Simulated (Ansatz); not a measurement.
Cost and result for the atomization energy of `FC1=CO[SiH2]C1` (11 atoms, 11 bonds).

Cartesian coordinates in Å:
```
F -0.920 2.307 -0.265
C -0.542 1.046 -0.008
C -1.150 0.291 0.902
O -0.683 -0.987 1.086
Si 0.610 -1.245 0.044
C 0.600 0.462 -0.767
H -1.987 0.586 1.521
H 1.837 -1.553 0.818
H 0.309 -2.369 -0.876
H 0.403 0.435 -1.843
H 1.524 1.026 -0.611
```

Charge 0, multiplicity 1. The geometry is a stationary point of PBE0-D4/def2-TZVP. Program: Ansatz. All runs use 4 threads of an Arm Neoverse V2 on a shared host. Times are those of one run each, without the atoms' runs, and a repeat can differ threefold. Electronic energies, without spin–orbit coupling; frozen cores. CCSD(T)/CBS adds CCSD(T) − MP2 in def2-TZVPP to the MP2 limit, and its time is that of the two runs behind it. T1 = 0.013. B3LYP takes the VWN-RPA correlation (the form of Gaussian; ORCA's B3LYP/G).

CCSD(T)/CBS is a level of theory with its own doubt, some kJ/mol a heavy atom from the limit and from the frozen cores, so smaller differences don't rank the functionals.

```csv
level,functions,wall time
PBE-D4/def2-TZVPP (with forces),267,2.4 s
PBE0-D4/def2-TZVPP,267,2.6 s
B3LYP-D4/def2-TZVPP (with forces),267,4.3 s
r2SCAN-D4/def2-TZVPP (with forces),267,4.6 s
B2PLYP/def2-TZVPP,267,5.5 s
ωB97X-V/def2-TZVPP,267,7.5 s
ωB97M-V/def2-TZVPP (with forces),267,11 s
MP2/def2-QZVPP,505,23 s
CCSD(T)/def2-TZVPP,267,3.4 min
CCSD(T)/CBS(def2),–,3.8 min
```

Problem. What atomization energy does each give, and how far from CCSD(T)/CBS? (An estimate is asked.)

Solution. Ansatz gave: 
| level | atomization (kcal/mol) | difference from CCSD(T)/CBS | per bond |
| --- | --- | --- | --- |
| PBE-D4/def2-TZVPP (with forces) | 1108.5 | 31.8 | 2.9 |
| PBE0-D4/def2-TZVPP | 1083.6 | 6.9 | 0.6 |
| B3LYP-D4/def2-TZVPP (with forces) | 1074.6 | -2.1 | -0.2 |
| r2SCAN-D4/def2-TZVPP (with forces) | 1082.8 | 6.1 | 0.6 |
| B2PLYP/def2-TZVPP | 1065.2 | -11.5 | -1.0 |
| ωB97X-V/def2-TZVPP | 1081.7 | 5.0 | 0.5 |
| ωB97M-V/def2-TZVPP (with forces) | 1081.4 | 4.7 | 0.4 |
| MP2/def2-QZVPP | 1092.7 | 16.0 | 1.5 |
| CCSD(T)/def2-TZVPP | 1047.5 | -29.2 | -2.7 |
| CCSD(T)/CBS(def2) | 1076.7 | 0.0 | 0.0 |

From PBE to PBE0 (25 % exact exchange), in def2-TZVPP and without D4, the atomization energy moves by −23.9 kcal/mol: exact exchange takes away binding that semilocal exchange gives to molecules. In def2-TZVPP, CCSD(T) changes the Hartree–Fock value by +273.8 kcal/mol (the triples alone add +19.2 kcal/mol) and MP2 by +301.7 kcal/mol; breaking electron pairs costs correlation energy, which Hartree–Fock lacks. The D4 term adds +9.6 kcal/mol with B3LYP and +5.0 kcal/mol with PBE0; it sums over pairs of atoms, weighted by their polarisabilities, and B3LYP, whose exchange is more repulsive, gets the larger term.
